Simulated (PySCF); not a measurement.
C3H2N, charge -1, singlet, at a GFN2-xTB geometry. Base run: PySCF with CCSD(T)/3-21G.

Here is a job for PySCF.
```python
from pyscf import gto, scf, cc

mol = gto.Mole()
mol.atom = '''
    C    -0.12059477   -1.69585943    0.00866156
    C     0.47895936   -0.51486817    0.00668191
    C    -0.03651961    0.73711114   -0.00446379
    H    -1.21576023   -1.89347303    0.00117367
    H     0.46167312   -2.62351069    0.01849443
    N    -0.16814039    1.90838321   -0.01213517
'''
mol.basis = '3-21g'
mol.charge = -1
mol.verbose = 4
mol.build()

mf = scf.RHF(mol)
mf.kernel()

mycc = cc.CCSD(mf)
mycc.kernel()
et = mycc.ccsd_t()
print('E(CCSD(T)) = %.10f' % (mycc.e_tot + et))
mf.analyze()
```

The base run was repeated with changes; each row names its change, and settings that it needs were set with it.

```
change                      ΔE vs base (mEh)  MP2 correlation (Eh)  CC correlation without the perturbative part (Eh)  basis functions
--------------------------  ----------------  --------------------  -------------------------------------------------  ---------------
base                                   0.000              -0.38248                                           -0.39685               40
cart = on                              0.000              -0.38248                                           -0.39685               40
method = cisd                            [?]                     -                                                  -               40
cc.conv_tol = 1e-9                     0.000              -0.38248                                           -0.39685               40
cc.diis_space = 3                      0.000              -0.38248                                           -0.39685               40
method = mp2                             [?]              -0.38248                                                  -               40
cc.conv_tol = 1e-5                     0.000              -0.38248                                           -0.39685               40
cc.iterative_damping = 0.8             0.000              -0.38248                                           -0.39685               40
frozen = 4                               [?]                   [?]                                                [?]               40
cc.level_shift = 0.2                   0.000              -0.38248                                           -0.39685               40
```

Task: Complete the blanks.

Result: 
- method = cisd, ΔE vs base (mEh): 65.340
- method = mp2, ΔE vs base (mEh): 30.970
- frozen = 4, ΔE vs base (mEh): 6.201
- frozen = 4, MP2 correlation (Eh): -0.37590
- frozen = 4, CC correlation without the perturbative part (Eh): -0.39078
